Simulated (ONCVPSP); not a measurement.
# Which change was made? (Br, ONCV)

ONCVPSP 4.0.1 input, shortened (lines: element, Z, core and valence counts, functional; n l f; lmax; l rc ep ncon nbas qcut; lloc lpopt rc5 dvloc0; l nproj debl; icmod fcfact rcfact), PBE, fully relativistic:

```
  Br 35.00    4    4        4      upf
    1    0    2.00
    2    0    2.00
    2    1    6.00
    3    0    2.00
    3    1    6.00
    3    2   10.00
    4    0    2.00
    4    1    5.00
    3
    0    1.50    0.00    4    8    4.20
    1    0.95    0.00    5    8   11.50
    2    0.60    0.00    4    8   20.80
    3    1.60    0.15    4    8    7.60
    4    5    0.55    6.00
    0    2    3.70
    1    2    0.70
    2    2    0.60
    3    2    0.70
    1    0.65    0.00
```

Open shells are filled in proportion to 2j + 1.

In the d channel the program set the typed energies aside and used -2.435, 0.250 Ha (j = l + 1/2; the other j can differ).

Cutoffs, loose and tight: the cutoffs (Ha) at which the residual kinetic energy of the hardest occupied pseudo-wave falls to 1 and 0.1 mHa per electron. They do not see the model core or the augmentation charge, which bear on the density cutoff. Test errors are all-electron minus pseudo excitation energies from the reference, over the configurations 3p6 3d10 4s2 4p4; 3p6 3d10 4s2 4p3; 3p6 3d10 4s2 4p2; 3p6 3d10 4s1 4p6; variants that change the core or the reference have their own tests.

The base gives: outcome: generated, projector energies reset by the program; cutoff, loose: 220 Ha; cutoff, tight: 619 Ha; bound ghosts: s; GHOST(+) flags above zero: f7/2, f5/2; largest test error (meV): -11.

After one change the result is: outcome: generated, projector energies reset by the program; cutoff, loose: 220 Ha; cutoff, tight: 619 Ha; bound ghosts: s; GHOST(+) flags above zero: f7/2, f5/2; largest test error (meV): -22. Which change was it?
A. s: rc 2.18
B. s: rc 1.86
C. s: rc 1.1

B. The others give: s: rc 1.1 → outcome: failed: optimize: ERROR ps0norm > uunorm, code will stop | s: rc 2.18 → outcome: generated, projector energies reset by the program; cutoff, loose: 220 Ha; cutoff, tight: 619 Ha; bound ghosts: s; GHOST(+) flags above zero: f7/2, f5/2; largest test error (meV): +43.
